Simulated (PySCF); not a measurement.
5-ethenylidene-2H-furan (C₆H₆O), SMILES C=C=C1C=CCO1.

Geometry: PBE-D3(BJ)/def2-SVP. The values are those of a single conformer.

Two levels are set side by side: PBE/def2-TZVP (PySCF) and HF/def2-TZVP (PySCF). Same geometry, gas phase. Differences are taken from unrounded values.

```tsv
quantity	HF
orbital gap (eV)	11.20
highest occupied level (eV)	-8.23
lowest empty level (eV)	2.98
dipole moment (D)	2.21
mean polarisability (bohr³)	81.8
```

What does PBE give, and how far is it from HF? (The exact figures need the calculation; the answer reports its results.)


```tsv
quantity	PBE	PBE minus HF
orbital gap (eV)	3.24	-7.97
highest occupied level (eV)	-4.85	3.38
lowest empty level (eV)	-1.61	-4.58
dipole moment (D)	1.82	-0.39
mean polarisability (bohr³)	85.3	3.5
```

Without exact exchange PBE keeps part of each electron's self-repulsion, which lifts occupied levels and narrows the gap. Loosely held outer electrons make PBE densities more polarisable. Differences between two approximate levels are no errors against the true value.

Rough cost on one machine, each run with all the roots and properties that it gave: HF against PBE about 1/3.
